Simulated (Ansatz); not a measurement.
Single points on the cluster Li₅Al⁺.

```yaml
crystal:
  periodic: [false, false, false]
  atoms:
    - {symbol: Li, position_ang: [0.996180, 2.295165, -0.479027]}
    - {symbol: Li, position_ang: [-2.344168, 0.966622, -0.255630]}
    - {symbol: Li, position_ang: [-1.085546, -2.434774, -0.176695]}
    - {symbol: Li, position_ang: [2.426714, -1.035519, -0.409920]}
    - {symbol: Li, position_ang: [-0.002810, 0.334545, 1.913435]}
    - {symbol: Al, position_ang: [0.009630, -0.126029, -0.592163]}
basis:
  gaussian: {orbitals: def2-TZVP, initial_orbitals: start.molden}
total_charge: 1
magnetization: {spin_polarized: true, initial_magnetization: 1}
hamiltonian: {xc: {name: CAM-B3LYP}, dispersion: d4}
scf: {omitted_lower_state_checks: [starts]}
output: {orbitals: {seedname: orbitals}}
```

The file start.molden holds the orbitals of an earlier run on this structure, at another level or in another basis.

```sh
$ ansatz run in.yaml --threads 4 --pin off --events-out ev --progress --plain --max-ram 3916MiB
```

It prints (some lines left out):

```
Functional definition: CAM-B3LYP
904 factors; their error is unknown
407 factors; integrals over basis functions are off by at most 2.8e-5 eV
mean field evaluation 1: about -7613.3321 eV, gradient 5.0e0 eV
mean field evaluation 2: about -7613.3767 eV, gradient 7.1e-2 eV
mean field evaluation 4: about -7613.3854 eV, gradient 1.1e-3 eV
mean field -7613.38542143 eV, -279.7867536996 hartree, gradient 2.0e-5 eV, S^2 0.756948; 0 other end points of the search recorded, 0 dependent functions left out
reference -7613.38556987 eV, -279.7867591547 hartree; 14, 13 occupied and 93, 94 virtual orbitals, 904 factors
Total energy: -7613.48154318 eV, -279.7902861087 hartree
Checks for a lower state left out: starts
```

It took 1.9 s on 4 threads of Arm Neoverse V2 on a shared host.

As the first input, with `hamiltonian: {xc: r2scan, dispersion: d4}` (abridged; 3.3 s):

```
Functional definition: r2SCAN
mean field -7614.27979912 eV, -279.8196214734 hartree, gradient 1.4e-5 eV, S^2 0.769639
Total energy: -7614.29985259 eV, -279.8203584249 hartree
Checks for a lower state left out: starts
```

As the first input, with `hamiltonian: {xc: hf}` (abridged; 0.8 s):

```
Functional definition: HF
mean field -7592.42719752 eV, -279.0165531770 hartree, gradient 1.4e-5 eV, S^2 0.797479
Total energy: -7592.42719752 eV, -279.0165531770 hartree
Checks for a lower state left out: starts
```

The first input with `correlation: {method: mp2}` and without the key `hamiltonian` (abridged; 0.6 s):

```
Functional definition: HF
mean field -7592.42725263 eV, -279.0165552021 hartree, gradient 9.3e-6 eV, S^2 0.797479
5 core orbitals not correlated: weight in the atoms' cores, before any rotation towards them, 1.000 or more for the frozen orbitals, at most 0.000 for the correlated occupied ones
second order -7.38488675 eV of doubles, -0.00000000 eV of singles
Total energy: -7599.81213938 eV, -279.2879447846 hartree
Checks for a lower state left out: starts
```

First input, but with `hamiltonian: {xc: pbe0, dispersion: d4}`, `output: {forces: true, orbitals: {seedname: orbitals}}` and without the key `scf` (abridged; 3.4 s):

```
Functional definition: PBE0
mean field evaluation 16: about -7610.0308 eV, gradient 1.2e-1 eV
mean field evaluation 32: about -7610.0439 eV, gradient 4.0e-5 eV
mean field -7610.04390674 eV, -279.6639552997 hartree, gradient 2.3e-5 eV, S^2 0.759373; 7 other end points of the search recorded, 0 dependent functions left out
Total energy: -7610.13287402 eV, -279.6672247867 hartree
Atom 0 force    -0.021777    -0.032429     0.013810 eV/Å
Atom 1 force     0.039615    -0.008077     0.010008 eV/Å
Atom 2 force     0.016001     0.033356     0.008715 eV/Å
Atom 3 force    -0.032781     0.013516     0.012185 eV/Å
Atom 4 force    -0.000423    -0.006163    -0.040560 eV/Å
Atom 5 force    -0.000634    -0.000202    -0.004157 eV/Å
Dipole moment:     0.038061     0.011912     0.646899 e Å
```

The first input with `hamiltonian: {xc: {name: LC-wPBE}}` (abridged; 2.7 s):

```
Functional definition: LC-wPBE
mean field -7611.05062797 eV, -279.7009516223 hartree, gradient 2.6e-5 eV, S^2 0.763948
Total energy: -7611.05062798 eV, -279.7009516227 hartree
Checks for a lower state left out: starts
```

The first input with `hamiltonian: {xc: {name: wB97M-V}}` (abridged; 6 s):

```
Functional definition: wB97M-V
mean field -7613.65335609 eV, -279.7966001168 hartree, gradient 1.6e-5 eV, S^2 0.753236
Total energy: -7613.65343552 eV, -279.7966030358 hartree
Checks for a lower state left out: starts
```

Geometry: r2SCAN-D4/def2-TZVP.

LC-ωPBE has ω = 0.4 bohr⁻¹. Correlated methods freeze 5 core orbitals; core or outer-core shells of Li are correlated, in sets that lack core-valence functions. The structure comes from a short search, and lower isomers may exist.
